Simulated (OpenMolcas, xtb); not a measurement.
**How methods differ on C2H7NSi (SMILES NC1C[SiH2]1)**

C2H7NSi: 11 atoms, total charge 0, spin state singlet. As SMILES, `NC1C[SiH2]1`. The shape is that of a PBE0-D4/def2-TZVP optimisation. This is one conformer, not always the lowest.

Quantity: the vertical ionisation energy (to the doublet cation), in eV. The values are calculated.

```
          level            kind     program  value (eV)
       GFN1-xTB  semi-empirical         xtb       13.03
    HF/def2-SVP    Hartree–Fock  OpenMolcas        7.95
 SVWN5/def2-SVP             LDA  OpenMolcas        8.18
  BLYP/def2-SVP             GGA  OpenMolcas        7.91
r2SCAN/def2-SVP        meta-GGA  OpenMolcas        8.21
 B3LYP/def2-SVP   global hybrid  OpenMolcas        8.30
```

The values span 7.91 to 13.03 eV. The xTB values lack the empirical shift that such differences need.
